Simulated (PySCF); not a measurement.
Several species in one continuum solvent.

All values: PBE0/pcSseg-1 (PySCF, non-relativistic), each on one gas-phase PBE0-D3(BJ)/def2-SVP geometry that isn't relaxed in the solvent. The solvent is an IEF-PCM continuum (Bondi radii, 1.10 Å for H, scaled by 1.2). Only the electrostatic response of the medium enters.

Problem. Order them by E(solvent) − E(gas) in acetonitrile (ε = 35.69), most negative first (kJ/mol).
A. fulvene, `C=C1C=CC=C1`
B. `C#C[C@H]1C=CC1`
C. `[BH3-:1][O+:2]1[CH2:3][CH2:4][CH2:5][C@H:6]1[CH2:7][F:8]` with C5–C6–C7–F8 -65°, B1–O2–C3–C4 -164°, O2–C3–C4–C5 37°, C3–C4–C5–C6 -37°, C4–C5–C6–C7 -93°

Solution. C (-35.2), B (-15.4), A (-14.4).

```csv
SMILES,charge,ΔE (kJ/mol),polarisation term (kJ/mol),HOMO shift (eV),dipole gas (D),dipole solvent (D),atoms
[BH3-][O+]1CCC[C@H]1CF,0,-35.2,-40.2,-0.34,5.04,6.12,20
C#C[C@H]1C=CC1,0,-15.4,-17.0,-0.02,0.73,1.00,12
C=C1C=CC=C1,0,-14.4,-16.3,-0.11,0.69,1.13,12
```

The polarisation term is half the interaction of the solute with the induced surface charges.
